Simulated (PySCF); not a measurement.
Ga(OMe)2(Ph), SMILES c1cc[c]([Ga]([O]C)[O]C)cc1 (GFN2-xTB optimised geometry):

```
22

Ga     0.488    -0.747     0.000
O      2.239    -0.747     0.000
C      3.488    -0.093     0.004
H      3.403     0.950     0.317
H      4.153    -0.613     0.700
H      3.925    -0.126    -0.997
O     -0.300    -2.316     0.000
C      0.036    -3.687     0.001
H     -0.384    -4.157     0.895
H     -0.392    -4.159    -0.888
H      1.119    -3.843    -0.004
C     -0.829     0.786     0.000
C     -2.187     0.515     0.023
C     -3.092     1.563     0.021
C     -2.639     2.872    -0.004
C     -1.280     3.138    -0.027
C     -0.370     2.093    -0.025
H     -2.526    -0.512     0.041
H     -4.153     1.358     0.039
H     -3.347     3.688    -0.005
H     -0.927     4.159    -0.047
H      0.695     2.294    -0.045
```

Calculation: B3LYP/def2-SVP in PySCF.

What are the frontier orbital energies and the dipole moment?

HOMO-2 -7.11 eV, HOMO-1 -7.08 eV, HOMO -7.00 eV, LUMO -0.83 eV, LUMO+1 -0.25 eV; dipole moment 1.14 D.

On the same geometry PBE/def2-SVP (PySCF) gives HOMO-2 -6.19 eV, HOMO-1 -5.92 eV, HOMO -5.77 eV, LUMO -1.48 eV, LUMO+1 -1.04 eV; dipole moment 1.04 D.

Meta-Löwdin charges at B3LYP/def2-SVP: Ga1 0.79, O2 -0.55, C3 -0.04, H4 0.08, H5 0.10, H6 0.09, O7 -0.55, C8 -0.05, H9 0.09, H10 0.09, H11 0.08, C12 -0.17, C13 -0.08, C14 -0.10, C15 -0.10, C16 -0.10, C17 -0.09, H18 0.11, H19 0.10, H20 0.10, H21 0.10, H22 0.10.
